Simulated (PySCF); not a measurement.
Si(F)(Cl)(vinyl)(NH2) (C2H5ClFNSi), SMILES C=C[Si](N)(F)Cl. The structure is a stationary point at PBE-D3(BJ)/def2-SVP. This is a generated structure with no PubChem entry under its InChIKey; it may be hypothetical. One conformer was computed; it need not be the lowest.

Computed equilibrium geometry at PBE-D3(BJ)/def2-SVP (PySCF confirms it by a frequency run) as a Z-matrix (one conformer of several):
```
Si
F 1 1.6424
N 1 1.7183 2 114.24
H 3 1.0222 1 119.38 2 -83.06
H 3 1.0230 4 111.55 1 -146.22
C 1 1.8545 2 106.92 3 123.11
C 6 1.3486 1 121.86 2 -141.91
H 7 1.1037 6 121.07 1 -0.70
H 7 1.1038 8 116.75 6 179.76
H 6 1.1051 7 119.27 8 179.56
Cl 1 2.0753 2 105.25 6 120.38
```
Charge 0, spin multiplicity 1.
